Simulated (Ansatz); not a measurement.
Basis sets compared for Pd20 (started as a model of: Pd20 tetrahedron). The state is a singlet with charge 0. Geometry PBE-D4/def2-SVP. Ansatz on 4 threads of AMD EPYC 7R13 on a shared host and a share (37 GiB) of an NVIDIA H100 80GB HBM3; times are rough, and most runs start from earlier orbitals.

```xyz
20

Pd    3.699   -1.122    2.794
Pd    1.418   -2.032    1.934
Pd   -0.863   -2.851    1.008
Pd   -3.158   -3.573    0.013
Pd    3.124   -0.465    0.327
Pd    0.759   -1.457   -0.587
Pd   -1.670   -2.159   -1.604
Pd    2.394    0.041   -2.082
Pd   -0.031   -0.825   -3.058
Pd    1.540    0.728   -4.457
Pd    1.840    0.691    2.489
Pd   -0.566   -0.272    1.619
Pd   -2.959   -1.022    0.556
Pd    1.155    1.306   -0.013
Pd   -1.345    0.422   -1.020
Pd    0.326    1.911   -2.481
Pd   -0.140    2.293    2.181
Pd   -2.576    1.437    1.187
Pd   -0.874    2.982   -0.447
Pd   -2.072    3.967    1.640
```

In the def2 sets Pd takes a core potential; there is no spin–orbit coupling. Single mean-field runs in def2-SVP, def2-TZVP are fitted with def2-universal-jkfit. The restricted singlet is unstable towards broken spin symmetry in Hartree–Fock (as tested in another run); at PBE-D4/def2-SVP, PBE-D4/def2-TZVP, PBE0-D4/def2-SVP, PBE0-D4/def2-TZVP this wasn't settled. No other spin state of charge 0 was run.

Binding counts from free atoms (Pd singlet) in the same basis, without a counterpoise term.

| level | functions | energy (Eh) | HOMO (eV) | LUMO (eV) | binding per atom (eV) | wall time |
| --- | --- | --- | --- | --- | --- | --- |
| PBE-D4/def2-SVP | 620 | -2558.9306 | -4.55 | -4.55 | 2.69 | 16 s |
| PBE0-D4/def2-SVP | 620 | -2557.9376 | -5.41 | -4.23 | 1.95 | 42 s |

(1) Estimate the rows for PBE-D4/def2-TZVP (with forces), PBE0-D4/def2-TZVP.

Results:

(1) 
```json
{"level": "PBE-D4/def2-TZVP (with forces)", "functions": "800", "energy (Eh)": "-2559.6266", "HOMO (eV)": "-4.55", "LUMO (eV)": "-4.54", "binding per atom (eV)": "2.74", "wall time": "23 s"}
{"level": "PBE0-D4/def2-TZVP", "functions": "800", "energy (Eh)": "-2558.6018", "HOMO (eV)": "-5.39", "LUMO (eV)": "-4.21", "binding per atom (eV)": "1.98", "wall time": "42 s"}
```
